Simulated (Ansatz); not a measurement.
The cation of `[SiH3]P([SiH3])[SiH3]` at the neutral geometry.

```yaml
crystal:
  periodic: [false, false, false]
  atoms:
    - {symbol: Si, position_ang: [-1.173891, 1.450236, -0.493191]}
    - {symbol: P, position_ang: [0.702537, 0.307633, -0.957725]}
    - {symbol: Si, position_ang: [1.525974, 0.341554, 1.131091]}
    - {symbol: Si, position_ang: [-0.220765, -1.734422, -0.816741]}
    - {symbol: H, position_ang: [-2.080459, 1.357214, -1.667029]}
    - {symbol: H, position_ang: [-1.884103, 0.933031, 0.708235]}
    - {symbol: H, position_ang: [-0.810278, 2.872730, -0.263799]}
    - {symbol: H, position_ang: [0.526254, -0.070669, 2.153801]}
    - {symbol: H, position_ang: [2.687393, -0.583564, 1.191016]}
    - {symbol: H, position_ang: [1.981916, 1.723738, 1.431291]}
    - {symbol: H, position_ang: [0.871001, -2.742605, -0.821377]}
    - {symbol: H, position_ang: [-1.040441, -1.915147, 0.412399]}
    - {symbol: H, position_ang: [-1.085137, -1.939728, -2.007981]}
basis:
  gaussian: {orbitals: def2-TZVPP}
total_charge: 1
magnetization: {spin_polarized: true, initial_magnetization: 1}
hamiltonian: {xc: {name: B3LYP}, dispersion: d4}
```

```sh
$ ansatz run in.yaml --threads 2 --pin off --events-out ev --progress --plain --max-ram 32768MiB --backend cpu
```

Output, abridged:

```
Functional definition: B3LYP
  name "B3LYP"
  cite "Stephens, Devlin, Chabalowski & Frisch, J. Phys. Chem. 98, 11623 (1994) doi:10.1021/j100096a001"
  cite "Becke, Phys. Rev. A 38, 3098 (1988) doi:10.1103/PhysRevA.38.3098"
  cite "Lee, Yang & Parr, Phys. Rev. B 37, 785 (1988) doi:10.1103/PhysRevB.37.785"
  cite "Vosko, Wilk & Nusair, Can. J. Phys. 58, 1200 (1980) doi:10.1139/p80-159"
  parameter a0 = 0.2
  parameter ax = 0.72
  parameter ac = 0.81
  exchange = (1 - a0 - ax)*slater_x + ax*b88_x + a0*exact_x
  correlation = (1 - ac)*vwn_rpa_c + ac*lyp_c
1701 factors; their error is unknown
mean field evaluation 1: about -33060.9364 eV, gradient 1.7e1 eV
mean field evaluation 2: about -33061.3316 eV, gradient 1.7e1 eV
mean field evaluation 4: about -33062.9160 eV, gradient 1.1e0 eV
mean field evaluation 8: about -33062.9536 eV, gradient 3.5e-2 eV
mean field evaluation 16: about -33062.9536 eV, gradient 2.8e-5 eV
mean field -33062.95362365 eV, -1215.0411347943 hartree, gradient 3.4e-5 eV, S^2 0.754863; 2 other end points of the search recorded, 0 dependent functions left out
reference -33062.95396726 eV, -1215.0411474216 hartree; 33, 32 occupied and 261, 262 virtual orbitals, 1701 factors
Total energy: -33063.53571288 eV, -1215.0625261790 hartree
```

Run time 31 s (2 threads of a server CPU on a shared host); peak host memory 1.3 GiB.
